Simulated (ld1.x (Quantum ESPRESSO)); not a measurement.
## manganese, TM: configuration errors across variants

ld1.x (Quantum ESPRESSO) 7.5 input, shortened:

```
&input
   title='Mn', zed=25., rel=1, dft='WC', iswitch=3,
   config='[Ar] 3d6 4s1 4p0'
 /
 &inputp
   pseudotype=2, tm=.true., lloc=0,
   nlcc=.false.
 /
3
3P  2  1   6.00   0.00  0.95  0.95  0.0
3D  3  2   6.00   0.00  1.60  1.60  0.0
4S  1  0   1.00   0.00  2.10  2.10  0.0
 &test
   configts(1)='3p6 3d6 4s1 4p0'
 /
```

All-electron excitation energies from the reference (eV): (1) 3p6 3d5 4s2 4p0 0.365; (2) 3p6 3d5 4s1 4p0 8.811; (3) 3p6 3d5 4s0 4p0 24.290; (4) 3p6 3d4 4s0 4p0 56.801; (5) 3p6 3d4 4s2 4p1 8.211; (6) 3p6 3d6 4s0 4p0 7.114; (7) 3p5 3d5 4s2 4p0 62.279.

4 further variants failed, have other tests or another functional or relativity, and are left out.

Errors AE − PS in meV (a dash: test not solved or not reliable):

```tsv
change	(1)	(2)	(3)	(4)	(5)	(6)	(7)	bound ghosts
base	-139	-112	-125	-634	-1542	-15	-1209	none
wave 3p (bound): rc 0.95 bohr becomes 3p (bound): rc 0.94 bohr	-139	-112	-125	-634	-1542	-15	-1208	none
wave 4s (bound): rc 2.10 bohr becomes 4s (bound): rc 1.96 bohr	-131	-107	-125	-640	-1487	-14	-1136	none
core correction a·sin(br)/r model core inside 0.80 bohr	-143	-115	-133	-684	-1569	-15	-1244	none
wave 3d (bound): rc 1.60 bohr becomes 3d (bound): rc 2.44 bohr	+0.4	-24	-88	-11	-746	+6.1	-1232	none
```

Q: Give the same row for: wave 3d (bound): rc 1.60 bohr becomes 3d (bound): rc 1.58 bohr.

A: -143, -115, -126, -651, -1565, -16, -1203; bound ghosts: none.
